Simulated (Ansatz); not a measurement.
`[TeH][SiH]1BC1` + H₂O → `O[SiH]1BC1` + H₂Te at 700 K and 1 bar (formal hydrolysis of the Si–Te bond).

Gas-phase electronic energies from Ansatz, PBE0-D4/def2-TZVP geometries. CBS: MP2 limit from def2 TZ/QZ plus the TZ coupled-cluster correction, frozen cores. This one scheme is used for every species. Elements past krypton have def2 core potentials. For Te outer-core shells are correlated without core-valence functions, which leaves a few kJ/mol of doubt a bond. One conformer a species, not always the lowest.

```
         species  CCSD(T)/CBS energy (Eh)  H − E (kJ/mol)  S (J/(mol·K))
`[TeH][SiH]1BC1`               -622.60841           213.0          454.7
             H₂O                -76.37941            80.5          218.4
    `O[SiH]1BC1`               -430.08182           226.2          407.0
            H₂Te               -268.91024            57.2          261.6
```

H − E and S are ideal-gas, rigid-rotor, harmonic terms from PBE0-D4/def2-TZVP, for one conformer and one mirror image of each species. 1 Eh = 2625.50 kJ/mol, R = 8.31446 J/(mol·K).

Task: By hand: ΔE, ΔH, ΔS and ΔG.

Result: ΔE = (-430.08182) + (-268.91024) − (-622.60841) − (-76.37941) = -0.00424 Eh = -11.1 kJ/mol. Δ(H − E) = 226.2 + 57.2 − 213.0 − 80.5 = -10.1, so ΔH = -21.2 kJ/mol. ΔS = 407.0 + 261.6 − 454.7 − 218.4 = -4.5 J/(mol·K). ΔG = -21.2 − 700 × (-4.5)/1000 = -18.1 kJ/mol.

Task: By hand: the equilibrium constant, and the temperature at which ΔG would vanish if ΔH and ΔS stayed fixed.

Result: log₁₀ K = −ΔG/(RT ln 10) = 1.4. ΔG = 0 at ΔH/ΔS = 4711 K, far beyond where these terms or the molecules hold.

The number of gas molecules stays the same, so ΔS is small and ΔH decides. A doubt of 5 kJ/mol in ΔE shifts log₁₀ K by 0.4 here. Other conformers and mirror images would add mixing entropy, several J/(mol·K) or more a flexible species. These are equilibria of isolated gas molecules and say nothing of rates. Largest T1 diagnostic: 0.014 (customary marks: 0.02 for closed shells, 0.045 for open ones).
